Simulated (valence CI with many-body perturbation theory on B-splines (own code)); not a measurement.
Bi60+: one-electron terms

Level of theory: relativistic CI+MBPT: five valence electrons over a frozen Dirac-Fock core [Ar], a basis of 7 s, 7 p, 8 d, 6 f, 4 g, 1 h functions for each j, with the one-electron correlation potential Σ1, the two-electron term Σ2, the three-electron term Σ3, Breit, model QED; selected CI, second order for the rest, scaled by the run's own slope (own B-spline code, finite nucleus).

The last digits are not significant, and no measured levels were compared; by estimate large intervals hold to a few tenths of a per cent, small ones and those within an open d or f shell to about a per cent. Excitations out of the core, of the other parity, are not computed and may begin above about 292 eV (a cautious bound); beyond it only levels of the ground parity were kept, without lifetimes. Only levels of the ground parity were solved; by the run's estimate the other parity begins above the list, which can be wrong where configurations are misplaced.

These are the spectroscopic orbitals of the CI (the correlating ones are not listed), shaped by the core and the other valence electrons. h is the expectation value of the core's Dirac-Fock operator, without the valence repulsion; Σ1 is computed up to l = 3 at one energy for each symmetry, that of its lowest orbital but kept below the first core excitation, so for empty shells it is not the orbital's own correlation shift; Breit and QED include the response of the core.

| Orbital | h (hartree) | Σ1 (cm⁻¹) | Breit (cm⁻¹) | QED (cm⁻¹) | ⟨r⟩ (bohr) |
| --- | --- | --- | --- | --- | --- |
| 4s1/2 | -159.31 | -8609 | 24695 | 19446 | 0.3177 |
| 5s1/2 | -97.99 | -3320 | 11920 | 9624 | 0.5165 |
| 6s1/2 | -66.323 | -1669 | 6512 | 5386 | 0.7657 |
| 4p1/2 | -155.49 | -11236 | 39323 | 1615 | 0.3112 |
| 5p1/2 | -96.093 | -4087 | 19385 | 825 | 0.5127 |
| 6p1/2 | -65.249 | -2018 | 10670 | 469 | 0.7646 |
| 4p3/2 | -146.96 | -10007 | 21379 | 2995 | 0.3309 |
| 5p3/2 | -91.918 | -3871 | 10750 | 1531 | 0.5371 |
| 6p3/2 | -62.901 | -1954 | 6722 | 874 | 0.7939 |
| 3d3/2 | -262.3 | -22250 | 49489 | -3098 | 0.1444 |
| 4d3/2 | -141.93 | -11369 | 18825 | -855 | 0.3099 |
| 5d3/2 | -89.467 | -4409 | 9198 | -379 | 0.5223 |
| 3d5/2 | -257.34 | -19274 | 26745 | -486 | 0.1486 |
| 4d5/2 | -140.01 | -10556 | 10178 | 77.6 | 0.3150 |
| 5d5/2 | -88.506 | -4025 | 4946 | 77.6 | 0.5287 |
| 4f5/2 | -135.52 | -28617 | 3292 | -722 | 0.2785 |
| 5f5/2 | -86.42 | -11151 | 1448 | -340 | 0.4962 |
| 4f7/2 | -134.79 | -21224 | 497 | -300 | 0.2809 |
| 5f7/2 | -86.031 | -8296 | 327 | -125 | 0.4991 |
| 5g7/2 | -84.78 |  | 301 | -108 | 0.4447 |
| 5g9/2 | -84.589 |  | -26.1 | -0.7 | 0.4463 |

Among the shells of the start configuration 3d5, Σ1 is largest in size for 3d3/2, where it is 0.039 % of h.

Lowest root of each symmetry, sizes in configuration state functions:

```tsv
J	Parity	Roots	Reference	Variational	Second order	Change by selected CI (cm⁻¹)	Change by second order (cm⁻¹)
1/2	even	4	74	17742	1797	-23790	-2
3/2	even	7	127	25698	74905	-21858	-36
5/2	even	10	152	27027	210290	-22102	-119
7/2	even	7	137	24760	22848	-20989	-226
9/2	even	5	107	25049	18974	-21830	-187
11/2	even	3	67	25151	11103	-20707	-41
13/2	even	1	35	19656	6542	-19575	-8
```
